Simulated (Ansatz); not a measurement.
```yaml
crystal:
  periodic: [false, false, false]
  atoms:
    - {symbol: F, position_ang: [-1.021493, 0.182371, -0.465716]}
    - {symbol: Ga, position_ang: [0.014612, 0.480621, 0.055738]}
    - {symbol: Br, position_ang: [0.856501, -0.633212, 0.401998]}
basis:
  gaussian: {orbitals: aug-pcseg-2}
magnetization: {spin_polarized: true, initial_magnetization: 1}
hamiltonian: {xc: {name: HF}}
correlation: {method: mp2, electrons: outside_noble_gas}
output: {forces: true}
```

```sh
$ ansatz run in.yaml --threads 2 --pin off --events-out ev --progress --plain --max-ram 32768MiB --backend cpu
```

It prints (some lines left out):

```
Functional definition: HF
1085 factors; integrals over basis functions are off by at most 9.8e-4 eV
mean field evaluation 1: about -125005.2124 eV, gradient 2.7e1 eV
mean field evaluation 2: about -125005.4375 eV, gradient 2.8e1 eV
mean field evaluation 4: about -125007.6210 eV, gradient 1.9e0 eV
mean field evaluation 8: about -125007.6718 eV, gradient 2.9e-1 eV
mean field evaluation 16: about -125007.6741 eV, gradient 1.5e-6 eV
mean field -125007.67412491 eV, -4593.9472908457 hartree, gradient 1.5e-6 eV, S^2 0.753107; 0 other end points of the search recorded, 0 dependent functions left out
29 core orbitals not correlated, not the lowest: weight in the atoms' cores, before any rotation towards them, 0.738 or more for the frozen orbitals, at most 0.266 for the correlated occupied ones
reference -125007.67412491 eV, -4593.9472908457 hartree; 9, 8 occupied and 126, 127 virtual orbitals, 1085 factors
second order -11.96205418 eV of doubles, -0.00000000 eV of singles
Total energy: -125019.63617909 eV, -4594.3868882285 hartree
Atom 0 at    -1.021493     0.182371    -0.465716 Å, force   -79.513898   -19.667071   -39.834015 eV/Å
Atom 1 at     0.014612     0.480621     0.055738 Å, force    23.743087    89.488038    16.669655 eV/Å
Atom 2 at     0.856501    -0.633212     0.401998 Å, force    55.770812   -69.820966    23.164360 eV/Å
Dipole moment:     0.025241    -0.160736     0.003109 e Å
```

In this input the geometry is squeezed to about two thirds of its size. Self-consistency was reached. The result belongs to that input, not to the molecule as meant.
